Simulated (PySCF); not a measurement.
# Atomic charges against the basis set

Compound: C₇H₁₀Si.
Numbering: `[CH3:1][SiH2:2][c:3]1[cH:4][cH:5][cH:6][cH:7][cH:8]1` (hydrogens: H9, H10, H11 on C1; H12, H13 on Si2; H14 on C4; H15 on C5; H16 on C6; H17 on C7; H18 on C8)

PBE0 throughout (PySCF), one geometry, spherical d and f functions. One conformer (not necessarily the lowest) at the PBE0-D3(BJ)/def2-SVP geometry, without solvent, vibrations or thermal averaging. Atoms taken as equivalent share a column and are averaged. The first 7 of 11 kinds of atom are listed.

Mulliken charges (e):

| basis | functions | C1 | Si2 | C3 | C4/C8 | C5/C7 | C6 | H9/H10/H11 |
| --- | --- | --- | --- | --- | --- | --- | --- | --- |
| STO-3G | 54 | -0.398 | +0.627 | -0.170 | -0.090 | -0.088 | -0.087 | +0.075 |
| pcSseg-0 | 96 | -1.184 | +0.974 | -0.560 | -0.194 | -0.234 | -0.234 | +0.262 |
| 6-31G | 96 | -0.821 | +0.716 | -0.235 | -0.190 | -0.153 | -0.178 | +0.196 |
| 6-31G* | 136 | -0.775 | +0.470 | -0.090 | -0.201 | -0.158 | -0.173 | +0.200 |
| cc-pVDZ | 166 | -0.276 | +0.326 | -0.149 | -0.004 | +0.005 | -0.001 | +0.069 |
| def2-SVP | 166 | -0.368 | +0.487 | -0.193 | -0.035 | -0.012 | -0.018 | +0.081 |
| pcSseg-1 | 193 | -0.652 | +0.702 | -0.369 | -0.084 | -0.075 | -0.091 | +0.148 |
| aug-cc-pVDZ | 278 | +0.508 | -0.258 | +0.022 | +0.671 | +0.739 | +0.529 | -0.274 |
| 6-311+G(2d,p) | 284 | -0.785 | +0.612 | +0.393 | -0.304 | -0.241 | -0.058 | +0.171 |
| def2-TZVP | 314 | -0.528 | +0.244 | +0.010 | -0.148 | -0.153 | -0.085 | +0.146 |

IAO charges (e):

| basis | functions | C1 | Si2 | C3 | C4/C8 | C5/C7 | C6 | H9/H10/H11 |
| --- | --- | --- | --- | --- | --- | --- | --- | --- |
| STO-3G | 54 | -0.645 | +0.760 | -0.255 | -0.133 | -0.140 | -0.140 | +0.133 |
| pcSseg-0 | 96 | -0.707 | +0.642 | -0.261 | -0.134 | -0.150 | -0.145 | +0.162 |
| 6-31G | 96 | -0.703 | +0.629 | -0.244 | -0.140 | -0.151 | -0.147 | +0.163 |
| 6-31G* | 136 | -0.706 | +0.743 | -0.274 | -0.132 | -0.145 | -0.140 | +0.156 |
| cc-pVDZ | 166 | -0.704 | +0.739 | -0.269 | -0.136 | -0.148 | -0.143 | +0.155 |
| def2-SVP | 166 | -0.699 | +0.756 | -0.273 | -0.132 | -0.145 | -0.140 | +0.152 |
| pcSseg-1 | 193 | -0.711 | +0.764 | -0.278 | -0.138 | -0.149 | -0.145 | +0.155 |
| aug-cc-pVDZ | 278 | -0.717 | +0.743 | -0.269 | -0.141 | -0.152 | -0.148 | +0.159 |
| 6-311+G(2d,p) | 284 | -0.728 | +0.774 | -0.278 | -0.140 | -0.152 | -0.147 | +0.160 |
| def2-TZVP | 314 | -0.732 | +0.783 | -0.281 | -0.139 | -0.152 | -0.147 | +0.160 |

Hirshfeld charges (e):

```tsv
basis	functions	C1	Si2	C3	C4/C8	C5/C7	C6	H9/H10/H11
STO-3G	54	-0.124	+0.382	-0.083	-0.036	-0.030	-0.029	+0.013
pcSseg-0	96	-0.193	+0.337	-0.093	-0.046	-0.045	-0.042	+0.040
6-31G	96	-0.192	+0.302	-0.095	-0.043	-0.047	-0.044	+0.044
6-31G*	136	-0.192	+0.296	-0.095	-0.041	-0.047	-0.043	+0.046
cc-pVDZ	166	-0.201	+0.324	-0.093	-0.044	-0.047	-0.043	+0.045
def2-SVP	166	-0.204	+0.331	-0.093	-0.045	-0.047	-0.043	+0.045
pcSseg-1	193	-0.209	+0.334	-0.096	-0.047	-0.049	-0.045	+0.045
aug-cc-pVDZ	278	-0.217	+0.337	-0.101	-0.050	-0.052	-0.049	+0.047
6-311+G(2d,p)	284	-0.208	+0.337	-0.105	-0.049	-0.051	-0.048	+0.045
def2-TZVP	314	-0.211	+0.329	-0.100	-0.048	-0.051	-0.047	+0.047
```

Some averages cover members that differ in this geometry, most widely: C4/C8, Mulliken in aug-cc-pVDZ +0.511 to +0.831; H9/H10/H11, Mulliken in aug-cc-pVDZ -0.384 to -0.204; C4/C8, Mulliken in 6-311+G(2d,p) -0.382 to -0.226; C5/C7, Mulliken in 6-311+G(2d,p) -0.295 to -0.186 e.

Task: Which scheme is steadiest as the basis changes?

Result: Largest range over the bases for any column: Hirshfeld 0.09 e, IAO 0.15 e, Mulliken 1.69 e. Hirshfeld charges move least and Mulliken charges most, counted in e. Without the minimal STO-3G basis the ranges are Hirshfeld 0.04, IAO 0.15, Mulliken 1.69 e.

Task: How much do the charges still move between the two largest bases, 6-311+G(2d,p) and def2-TZVP?

Result: At most, over all atoms: Mulliken 0.383 e, IAO 0.009 e, Hirshfeld 0.007 e.

Task: What do the same runs give for the total energy, the frontier levels and the dipole moment?

Result: 
```csv
basis,energy (Eh),HOMO (eV),LUMO (eV),μ (D)
STO-3G,-555.2154,-5.28,2.79,0.36
pcSseg-0,-560.8752,-7.41,-0.47,0.62
6-31G,-561.7005,-7.06,-0.10,0.79
6-31G*,-561.7870,-7.03,-0.20,0.85
cc-pVDZ,-561.8242,-7.16,-0.41,0.80
def2-SVP,-561.5279,-7.25,-0.50,0.78
pcSseg-1,-561.7653,-7.32,-0.60,0.75
aug-cc-pVDZ,-561.8366,-7.26,-0.64,0.76
"6-311+G(2d,p)",-561.8911,-7.27,-0.66,0.79
def2-TZVP,-561.9140,-7.27,-0.61,0.81
```

The dipole is fixed by the density alone, so its range of 0.49 D shows that the density itself changes with the basis, not only its division among atoms.
